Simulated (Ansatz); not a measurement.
C2H10Si3 can be A, `[SiH3]C=C([SiH3])[SiH3]`, or B, `C=C([SiH3])[SiH2][SiH3]`.

Calculated with Ansatz (gas phase, PBE0-D4/def2-TZVP geometries, no zero-point term in ΔE). CCSD(T)/CBS adds triple-zeta CCSD(T) − MP2 to the extrapolated MP2 energy (def2 sets, frozen cores). Functionals use def2-TZVPP. B3LYP here is the variant with VWN-RPA as its local correlation; programs differ in this. One conformer a species, not always the lowest.

A:

```xyz
15

Si    2.4319    0.0400   -0.1230
C     0.7246    0.8017    0.0897
C    -0.4707    0.1853    0.0546
Si   -2.0196    1.2069    0.3009
Si   -0.6513   -1.6540   -0.2305
H     2.7077   -0.9775    0.9251
H     2.5816   -0.5954   -1.4584
H     3.4311    1.1337   -0.0004
H     0.7343    1.8823    0.2623
H    -2.7829    0.7192    1.4818
H    -2.9114    1.0951   -0.8854
H    -1.6350    2.6289    0.5059
H    -1.3443   -2.2773    0.9284
H     0.6796   -2.2924   -0.4066
H    -1.4756   -1.8965   -1.4444
```

B:

Z-matrix (Å, degrees):
```
Si
C 1 1.866
H 1 1.488 2 110.5
H 1 1.487 2 109.3 3 120.7
H 1 1.488 2 110.4 3 -118.9
Si 2 1.869 1 121.0 3 58.9
C 2 1.337 1 119.4 3 -122.3
Si 6 2.343 2 111.0 1 64.6
H 6 1.491 2 110.1 1 -55.1
H 6 1.491 2 109.0 1 -174.3
H 7 1.089 2 122.3 1 -180.0
H 7 1.089 2 122.2 1 0.1
H 8 1.488 6 110.6 2 -62.4
H 8 1.488 6 110.3 2 177.5
H 8 1.488 6 110.2 2 57.5
```

Task: Which isomer does CCSD(T)/CBS put lower? Give the gap. (Estimate.)

Result: The calculation gave: B, by 15.1 kJ/mol.

Task: Give E(B) − E(A) in kJ/mol with r2SCAN-D4, B3LYP-D4, CCSD/def2-TZVPP, PBE-D4, PBE0-D4, MP2/def2-TZVPP, B3LYP. (An estimate is asked.)

Result: Ansatz gave: r2SCAN-D4 -19.3, B3LYP-D4 -15.6, CCSD/def2-TZVPP -15.5, PBE-D4 -24.2, PBE0-D4 -23.3, MP2/def2-TZVPP -10.2, B3LYP -17.5. None reverses the order clearly.

Largest T1 diagnostic: 0.013.
